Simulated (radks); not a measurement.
Problem. Coherent X-ray form factor from a spherical all-electron density. Method: scalar-relativistic Kohn-Sham, BLYP, spin-unpolarised, spherical densities, finite nucleus; Fermi nuclear charge, rms radius of each element as measured or else 0.836 A^(1/3) + 0.57 fm; computed with a radial shooting solver on a logarithmic mesh with Libxc functionals.

| sin(theta)/lambda (1/angstrom) | f0 (electrons) |
|---|---|
| 0.05 | 69.009 |
| 0.1 | 66.504 |
| 0.15 | 63.323 |
| 0.2 | 59.957 |
| 0.25 | 56.558 |
| 0.3 | 53.191 |
| 0.4 | 46.843 |
| 0.5 | 41.325 |
| 0.6 | 36.662 |
| 0.8 | 29.315 |
| 1 | 23.967 |
| 1.25 | 19.501 |
| 1.5 | 16.730 |
| 2 | 13.216 |

The species is in the configuration that NIST lists as its ground one. Which atom or ion scatters so?

Solution. The lutetium ion Lu+, [Xe] 4f14 6s2. Extrapolating in s^2 from the first two rows gives f0(0) = 69.8, near the electron count 70; among species with that count, the fall with angle is slower the higher Z, and the table is that of Z = 71; from so few rows the species is fixed only to a neighbour or two.
